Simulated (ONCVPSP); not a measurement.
I (Z = 53), ONCV: configuration errors across variants

ONCVPSP 4.0.1 input, shortened (lines: element, Z, core and valence counts, functional; n l f; lmax; l rc ep ncon nbas qcut; lloc lpopt rc5 dvloc0; l nproj debl; icmod fcfact rcfact), LDA (Perdew-Wang 92), scalar-relativistic:

```
  I 53.00    8    3  -001012      upf
    1    0    2.00
    2    0    2.00
    2    1    6.00
    3    0    2.00
    3    1    6.00
    3    2   10.00
    4    0    2.00
    4    1    6.00
    4    2   10.00
    5    0    2.00
    5    1    5.00
    2
    0    1.55    0.00    4    8    3.70
    1    1.90    0.00    3    7    4.90
    2    0.95    0.00    3    7    8.60
    4    5    0.90    2.00
    0    2    4.00
    1    2    2.30
    2    3    2.50
    3    5.50    1.60
```

All-electron excitation energies from the reference (eV): (1) 4d10 5s2 5p4 11.300; (2) 4d10 5s2 5p3 31.359; (3) 4d10 5s2 5p2 60.970; (4) 4d10 5s1 5p5 22.372.

1 further variants failed, have other tests or too few solved ones, and are left out.

A true bound ghost makes a file unfit for plane-wave use even where its test errors are small: the radial tests pick states by their node count and pass the ghost by.

Errors AE − PS in meV (a dash: test not solved or not reliable):

```tsv
change	(1)	(2)	(3)	(4)	bound ghosts	GHOST(+) flags above zero
base	-2.6	-4.5	-1.6	-5.4	s, p	s, d
s: rc 1.82	-2.6	-4.4	-1.3	-6.0	s, p	d
s: ncon 5, nbas 9	-2.6	-4.9	-2.8	-6.1	s, p	d
core correction none	-2.4	-2.9	+4.8	-2.9	s, p	s, d
p: nbas 6	-2.6	-4.7	-1.8	-5.5	s, p	s, d
core correction Teter function, fcfact 5.5, rcfact 1.18	-2.4	-3.0	+4.5	-3.0	s, p	s, d
```

(1) Give the same row for: d: qcut 7.7.

## Answers

(1) -2.5, -4.2, -0.2, -5.0; bound ghosts: s, p; GHOST(+) flags above zero: s, d.
